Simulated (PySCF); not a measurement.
# Bond lengths and vibrations by method: BGeH3NO anion

Calculated results; nothing here was measured. The program is PySCF 2.14.0, an open-source quantum chemistry code, run on an isolated molecule that a program drew, which may never have been made. The molecule is BGeH3NO anion (charge -1, singlet), drawn as the SMILES string `N=[B][GeH-][OH]`.

The geometry was optimised and harmonic frequencies were computed with HF and MP2, all in the aug-cc-pVDZ basis, for the commonest isotopes, with a restricted reference for singlets and an unrestricted one otherwise, and a frozen core in MP2. Germanium has the aug-cc-pVDZ-PP basis, with a core potential (ECP10MDF) in place of its 10 inner electrons, and its 3s, 3p and 3d shells are frozen in MP2. Each result is a local minimum of its method.

Geometry at the HF minimum:
```xyz
7
BGeH3NO anion, angstrom
N    -1.5202   -0.9893   -2.2847
B    -0.8986   -0.4132   -1.3640
Ge    0.1585    0.7514    0.1293
O    -0.9433    0.3569    1.6126
H    -2.0124   -1.4582   -2.9930
H     1.2593   -0.4081    0.3539
H    -1.0952   -0.5670    1.7088
```

Lengths of the bonds as drawn, in Å (atoms numbered as above):
```
bond,HF,MP2
N1-B2,1.251,1.281
B2-Ge3,2.169,2.156
Ge3-O4,1.889,1.946
N1-H5,0.982,1.001
Ge3-H6,1.615,1.622
O4-H7,0.941,0.968
```

Rotational constants, in GHz:
| constant | HF | MP2 |
|---|---|---|
| A | 10.1 | 9.584 |
| B | 2.511 | 2.496 |
| C | 2.06 | 2.029 |

Harmonic frequencies in cm^-1, each column in rising order, so a row needn't be the same motion in every method:
| rank | HF | MP2 |
|---|---|---|
| 1 | 123 | 105 |
| 2 | 243 | 206 |
| 3 | 292 | 234 |
| 4 | 299 | 273 |
| 5 | 331 | 317 |
| 6 | 375 | 340 |
| 7 | 396 | 363 |
| 8 | 560 | ? |
| 9 | 706 | 647 |
| 10 | 754 | 691 |
| 11 | 942 | 873 |
| 12 | 1787 | 1735 |
| 13 | 1903 | 1764 |
| 14 | 4105 | 3820 |
| 15 | 4191 | 3852 |

**Estimate the missing MP2 frequency from the HF column.**

A single factor s that minimises the squared misfit of MP2 against s times HF over the other rows is sum(HF x MP2) / sum(HF^2) = 0.9277, with an rms misfit of 26 cm^-1. For rank 8 it gives 0.9277 x 560 = 520 cm^-1. The calculation gives 508 cm^-1, 12 cm^-1 below the estimate. The drawn bonds are on average 1.7 % longer in MP2 than in HF.
